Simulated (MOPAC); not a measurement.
Input file for MOPAC: PM6 on CdP, 2S+1 = 4, a spin state set in the input, which need not be the lowest, a point of a bond scan (R = 2.538 Å).

```
PM6 1SCF PRECISE CHARGE=0 UHF MS=1.5 THREADS=1
CdP

Cd     0.00000000 1     0.00000000 1     0.00000000 1
P      0.00000000 1     0.00000000 1     2.53769300 1
```

Output:

```
*******************************************************************************
 **                                                                           **
 **                              MOPAC v23.2.5                                **
 **                                                                           **
 *******************************************************************************
 ** MOPAC's Digital Object Identifier: https://doi.org/10.5281/zenodo.6511958 **
 **                                                                           **
 ** Please cite the open-source release paper for use of this MOPAC version:  **
 ** J. E. Moussa and J. J. P. Stewart (2026)                                  **
 ** MOPAC: An open-source semiempirical molecular orbital program             **
 ** J. Open Source Softw., 11(119), 8025, https://doi.org/10.21105/joss.08025 **
 *******************************************************************************

                              PM6 CALCULATION RESULTS

 *******************************************************************************
 *  PM6        - The PM6 Hamiltonian to be used
 *  UHF        - UNRESTRICTED HARTREE-FOCK CALCULATION
 *
 *
 *
 *                 CHARGE ON SYSTEM = 0
 *
 *
 *
 *  MS=        - IN MECI, MAGNETIC COMPONENT OF SPIN =  1.5
 *  PRECISE    - TIGHTER CRITERIA TO BE USED
 *  1SCF       - DO 1 SCF AND THEN STOP
 *  THREADS=1  - MULTI-THREADING NOT USED
 *  T=         - A TIME OF 172800.0 SECONDS REQUESTED
 *  DUMP=N     - RESTART FILE WRITTEN EVERY 7200.0 SECONDS REQUESTED
 *******************************************************************************
PM6 1SCF PRECISE CHARGE=0 UHF MS=1.5 THREADS=1
 CdP

   ATOM   CHEMICAL          X               Y               Z
  NUMBER   SYMBOL      (ANGSTROMS)     (ANGSTROMS)     (ANGSTROMS)

     1      Cd          0.00000000  *   0.00000000  *   0.00000000  *
     2       P          0.00000000  *   0.00000000  *   2.53769300  *



          CARTESIAN COORDINATES

    NO.       ATOM           X           Y           Z

     1        Cd          0.0000      0.0000      0.0000
     2         P          0.0000      0.0000      2.5377

 General Reference for PM6:
 "Optimization of Parameters for Semiempirical Methods V: Modification of NDDO Approximations
 and Application to 70 Elements", J. J. P. Stewart, J. Mol. Mod., 13, 1173-1213 (2007)
 URL: https://link.springer.com/article/10.1007/s00894-007-0233-4

           Empirical Formula: Cd P  =     2 atoms



      MOLECULAR POINT GROUP   :   C*v


          UHF CALCULATION, NO. OF ALPHA ELECTRONS =    5
                           NO. OF BETA  ELECTRONS =    2

 -------------------------------------------------------------------------------
 PM6 1SCF PRECISE CHARGE=0 UHF MS=1.5 THREADS=1
 CdP



     1SCF WAS SPECIFIED, SO BFGS WAS NOT USED
     SCF FIELD WAS ACHIEVED


                              PM6 CALCULATION
                                                       MOPAC v23.2.5 Linux




          FINAL HEAT OF FORMATION =         57.20163 KCAL/MOL =     239.33162 KJ/MOL


          COSMO AREA              =         80.10 SQUARE ANGSTROMS
          COSMO VOLUME            =         61.53 CUBIC ANGSTROMS

          IONIZATION POTENTIAL    =          6.534138 EV
          ALPHA SOMO LUMO (EV)    =         -6.534  1.150
          BETA  SOMO LUMO (EV)    =         -8.700 -0.004
          NO. OF ALPHA ELECTRONS  =          5
          NO. OF BETA  ELECTRONS  =          2
          MOLECULAR WEIGHT        =        143.3838         POINT GROUP:  C*v

          MOLECULAR DIMENSIONS (Angstroms)

            Atom       Atom       Distance
            P     2   Cd     1     2.53769
            P     2   Cd     1     0.00000
           Cd     1    P     2     0.00000


          SCF CALCULATIONS        =          1





   ATOM   CHEMICAL          X               Y               Z
  NUMBER   SYMBOL      (ANGSTROMS)     (ANGSTROMS)     (ANGSTROMS)

     1      Cd          0.00000000  *   0.00000000  *   0.00000000  *
     2       P          0.00000000  *   0.00000000  *   2.53769300  *

                             CARTESIAN COORDINATES

   1   Cd        0.000000000     0.000000000     0.000000000
   2    P        0.000000000     0.000000000     2.537693000


           Empirical Formula: Cd P  =     2 atoms



      MOLECULAR POINT GROUP   :   C*v


          ALPHA EIGENVALUES
 -18.34306 -10.31484  -9.17855  -9.17855  -6.53414   1.15011   1.15011   2.73501
 141.77902 141.77902 142.39709 142.39709 142.59103


           BETA EIGENVALUES
 -16.32317  -8.69974  -0.00441  -0.00441   0.52832   3.04383   3.04383   6.50451
 143.58393 143.58393 143.66794 143.66794 143.67820


              NET ATOMIC CHARGES AND DIPOLE CONTRIBUTIONS

  ATOM NO.   TYPE          CHARGE      No. of ELECS.   s-Pop       p-Pop       d-Pop
    1         Cd           0.189235        1.8108     1.43050     0.38027
    2          P          -0.189235        5.1892     1.88206     3.30669     0.00049
 DIPOLE           X         Y         Z       TOTAL
 POINT-CHG.     0.000     0.000    -2.307     2.307
 HYBRID        -0.000    -0.000    -0.200     0.200
 SUM           -0.000    -0.000    -2.506     2.506


          ATOMIC ORBITAL ELECTRON POPULATIONS

     Atom    s        px        py        pz      x^2-y^2     xz        z^2       yz        xy
    1 Cd   1.43050   0.01147   0.01147   0.35733
    2  P   1.88206   0.98850   0.98850   1.32969   0.00000   0.00003   0.00043   0.00003   0.00000


                    (SZ)    =    1.500000
                    (S**2)  =    3.752885


          ATOMIC ORBITAL SPIN POPULATIONS

    Atom   Total    s     px     py     pz   x^2-y^2  xz     z^2    yz     xy
         Atomic
    1 Cd  0.6939  0.377  0.011  0.011  0.294
    2  P  2.3061  0.032  0.988  0.988  0.297  0.000  0.000 -0.000  0.000  0.000

 **********************
 *                    *
 * JOB ENDED NORMALLY *
 *                    *
 **********************




 == MOPAC DONE ==
```

The run finished.

Cost: about 0.03 core-seconds (a rough figure).
